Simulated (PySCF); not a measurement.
**C5H13ClSSi: core ionisation energies**

Compound: MeHSiClSBu, C₅H₁₃ClSSi.
Numbering: `[CH3:1][CH2:2][CH2:3][CH2:4][S:5][Si@H:6]([CH3:7])[Cl:8]`

Computed with delta-SCF UKS SCAN, pcX-2 on the ionised atom, pcseg-1 elsewhere, spin-free X2C (PySCF). Vertical ΔSCF values, vacuum level as zero.

**Question.** What binding energy does each computed site have?

**Answer.** 
| atom(s) | bonded to | level | binding energy (eV) | 2p1/2 (eV) | above the level's lowest (eV) | count |
| --- | --- | --- | --- | --- | --- | --- |
| Cl8 | Si | Cl 1s | 2828.22 | – | 0.00 | 1 |
| S5 | C and Si | S 1s | 2476.48 | – | 0.00 | 1 |
| Si6 | Cl, S, C and H | Si 1s | 1847.49 | – | 0.00 | 1 |
| C4 | S, C and 2 H | C 1s | 291.18 | – | +0.67 | 1 |
| C1 | C and 3 H | C 1s | 290.64 | – | +0.13 | 1 |
| C2 | 2 C and 2 H | C 1s | 290.63 | – | +0.12 | 1 |
| C3 | 2 C and 2 H | C 1s | 290.60 | – | +0.09 | 1 |
| C7 | 3 H and Si | C 1s | 290.51 | – | 0.00 | 1 |
| Cl8 | Si | Cl 2p3/2 | 205.65 | 207.30 | 0.00 | 1 |
| Si6 | Cl, S, C and H | Si 2p3/2 | 107.56 | 108.19 | 0.00 | 1 |

Lowest listed C 1s: C7, bonded to 3 H and Si. Highest, 0.67 eV above it: C4, bonded to S, C and 2 H. Summing the Pauling electronegativity differences to the bonded atoms, each weighted by its formal bond order, gives -1.70 for the lowest site and -0.67 for the highest; no listed site has a larger sum than the highest. The values 290.60, 290.63 and 290.64 eV lie too close for their order to be trusted.

**Question.** Give the binding energy of Si 1s of Si6 in hartree and in kJ/mol.

**Answer.** 1847.49 eV = 67.8940 Eh = 178256 kJ/mol.

Not every level is listed. Spin–orbit coupling isn't in the SCF: each 2p doublet comes from a relaxed spin-free hole plus a matrix of the shell (mean-field spin–orbit coupling and the ground-state 2p splitting), with 2p3/2 averaged over its two sublevels. 2p1/2 minus 2p3/2 (ligand field included): Si 0.63 eV, Cl 1.65 eV. Isolated species at its PBE0-D3(BJ)/def2-SVP geometry (one conformer only).

Shape of the structure used: `[CH3:1][CH2:2][CH2:3][CH2:4][S:5][Si@H:6]([CH3:7])[Cl:8]`: C1–C2–C3–C4 179°, C2–C3–C4–S5 177°, C3–C4–S5–Si6 64°, C4–S5–Si6–C7 163°.
